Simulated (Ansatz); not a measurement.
CrO2(NH2)2 (CrN₂O₂H₄). Total charge 0; triplet. Geometry B3LYP-D4/def2-SVP, that of the neutral singlet; atoms count from 1.

```tsv
atom	x (Å)	y (Å)	z (Å)
Cr1	-0.088	0.417	0.447
O2	0.757	0.427	1.749
O3	-1.167	1.528	0.343
N4	-0.935	-1.164	0.368
H5	-0.582	-2.005	0.813
H6	-1.831	-1.290	-0.095
N7	1.045	0.639	-0.929
H8	0.776	1.079	-1.804
H9	2.024	0.369	-0.890
```

At PBE0-D4/def2-TZVP a singlet of charge 0 lies 1.90 eV below the triplet at the same geometry.

Q: Estimate the Mulliken populations from the PBE0/def2-TZVP orbitals of Ansatz.

A: 
| atom | charge (e) | spin (α − β) | d electrons |
| --- | --- | --- | --- |
| Cr1 | 1.29 | 0.69 | 4.25 |
| O2 | -0.56 | 0.07 | – |
| O3 | -0.56 | 0.07 | – |
| N4 | -0.62 | 0.62 | – |
| H5 | 0.26 | -0.02 | – |
| H6 | 0.26 | -0.02 | – |
| N7 | -0.62 | 0.62 | – |
| H8 | 0.26 | -0.02 | – |
| H9 | 0.26 | -0.02 | – |
Mulliken values and Mayer orders depend strongly on the basis.

Q: Where does the spin sit?

A: Summed by element: Cr 0.69, O 0.15, N 1.25, H -0.09, of 2 unpaired in all. Largest on single atoms: Cr1 0.69, N4 0.62, N7 0.62.

Q: And the Mayer bond orders between bonded heavy atoms (over 0.3)?

A: Cr1–O2 1.88 (1.55 Å); Cr1–O3 1.88 (1.55 Å); Cr1–N4 0.66 (1.80 Å); Cr1–N7 0.66 (1.80 Å).
